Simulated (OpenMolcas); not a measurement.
**How methods differ on InH3 (SMILES [InH3])**

InH3: 4 atoms, total charge 0, spin state singlet. As SMILES, `[InH3]`. The shape is that of a PBE0-D4/def2-TZVP optimisation.

| atom | x (Å) | y (Å) | z (Å) |
| --- | --- | --- | --- |
| In | 0.0139 | -0.0151 | -0.0051 |
| H | 0.4155 | 1.5160 | 0.6782 |
| H | -1.0956 | -0.1073 | -1.3214 |
| H | 0.7218 | -1.4540 | 0.6280 |

Each level gives the energy change with the In1–H4 bond stretched from 1.724 to 3.103 Å (eV). The values are calculated.

```
                                          level                   kind     program  value (eV)  less CCSD(T)/def2-TZVP  CPU time (all runs)
   HF/def2-TZVP (core potential) (unrestricted)           Hartree–Fock  OpenMolcas        3.15                   +0.61                9.7 s
  SVWN5/def2-TZVP (core potential) (restricted)                    LDA  OpenMolcas        2.66                   +0.12                 26 s
 revPBE/def2-TZVP (core potential) (restricted)                    GGA  OpenMolcas        2.46                   -0.08                 34 s
 r2SCAN/def2-TZVP (core potential) (restricted)               meta-GGA  OpenMolcas        2.75                   +0.21                 40 s
 M06-2X/def2-TZVP (core potential) (restricted)        hybrid meta-GGA  OpenMolcas        2.83                   +0.29                 38 s
   PBE0/def2-TZVP (core potential) (restricted)          global hybrid  OpenMolcas        2.83                   +0.29                 30 s
 B2PLYP/def2-TZVP (core potential) (restricted)          double hybrid  OpenMolcas        2.85                   +0.31                 27 s
    MP2/def2-TZVP (core potential) (restricted)    perturbation theory  OpenMolcas        3.16                   +0.62                9.6 s
CCSD(T)/def2-TZVP (core potential) (restricted)  coupled cluster or CI  OpenMolcas        2.54                    0.00                 35 s
```

CCSD(T)/def2-TZVP (core potential) (restricted) is the highest level here, not the true value. At this stretch a single reference begins to fail. The first shape isn't each level's own minimum. The values span 2.46 to 3.16 eV. In the correlated wave-function rows the outer d shell of In is correlated, in sets not made for it. Times are those of the runs behind each value, whatever else they computed, on shared processors of several kinds: orders of magnitude only.
